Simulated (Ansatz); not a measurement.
The cluster Al₄⁻, relaxed as a doublet with UKS PBE-D4/def2-TZVPD in Ansatz, starting from the GFN1-xTB geometry. Force threshold 0.02 eV/Å.

The charge -1 doublet is spin-contaminated (final ⟨S²⟩ up to 1.79, 0.75 for a pure state). The relaxation made no stability test and no search for a lower SCF solution. Another isomer (doublet) lies 0.14 eV lower at PBE0-D4/def2-TZVPD; other spin states weren't run for this one.

Start:

```xyz
4

Al    0.8143   -0.8258   -0.7159
Al    1.8103    0.8528    0.8318
Al   -1.7998   -0.1917   -1.1770
Al   -0.8247    0.1647    1.0612
```

**Question.** Estimate the energy that the relaxation releases and the steps that it takes.

**Answer.** 0.12 eV, in 7 steps; 25 s on 4 threads of Arm Neoverse N1 on a shared host. The force fell under the threshold at step 6, but the optimiser went on. No frequencies were taken in this run, so the end may be a saddle point.

**Question.** Does the start keep its bonding?

**Answer.** By distances, no bond broke or formed. The bond that changes most is Al3–Al4, from 2.47 to 2.64 Å (atoms count from 1).

**Question.** Predict the relaxed structure.

**Answer.** 
Cartesian coordinates in Å:
```
Al 0.7218 -0.5492 -0.9269
Al 1.9077 0.6199 1.1216
Al -1.9070 -0.5638 -1.1521
Al -0.7226 0.4931 0.9574
```
Bond lengths (bridged metal pairs left out): 5 × Al–Al 2.59 to 2.64 Å.
